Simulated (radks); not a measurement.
Excited configurations of neutral xenon: one electron is placed in a higher orbital outside [Kr] 4d10 5s2 5p5. The ground configuration is [Xe]. Method: scalar-relativistic Kohn-Sham, LDA (Slater exchange, Perdew-Wang correlation), spin-unpolarised, spherical densities, finite nucleus; Fermi nuclear charge, rms radius 4.7859 fm; computed with a radial shooting solver on a logarithmic mesh with Libxc functionals. Excitation = E - E(ground); binding = E(ion) - E, where the ion is the core of charge +1; n* = 1/sqrt(2 binding) in atomic units, and the quantum defect is n - n*.

| outer orbital | excitation (eV) | binding (eV) | quantum defect | eigenvalue (eV) | <r> (bohr) |
|---|---|---|---|---|---|
| 5d | 10.472 | 2.225 | 2.527 | -0.639 | 6.605 |
| 6p | 10.233 | 2.464 | 3.650 | -1.300 | 7.845 |
| 7s | 10.953 | 1.743 | 4.206 | -1.059 | 12.55 |
| 7p | 11.389 | 1.307 | 3.774 | -0.779 | 15.93 |
| 7d | 11.888 | 0.808 | 2.897 | -0.490 | 24.85 |
| 7f | 12.350 | 0.346 | 0.728 | -0.228 | 61.25 |

The Delta-SCF ionisation energy is 12.696 eV (NIST Atomic Spectra Database: 12.130 eV, measured). Self-interaction in the functional shifts the binding energies and quantum defects, so they are the method's values and not measured ones. Spin polarisation and multiplet splitting are left out, so open shells lie too high by an amount that depends on their filling. Spin-orbit splitting is averaged out at the scalar-relativistic level.

Beside tabulated values, note that spin-unpolarised runs miss the spin-polarisation part of the exchange energy of open shells.
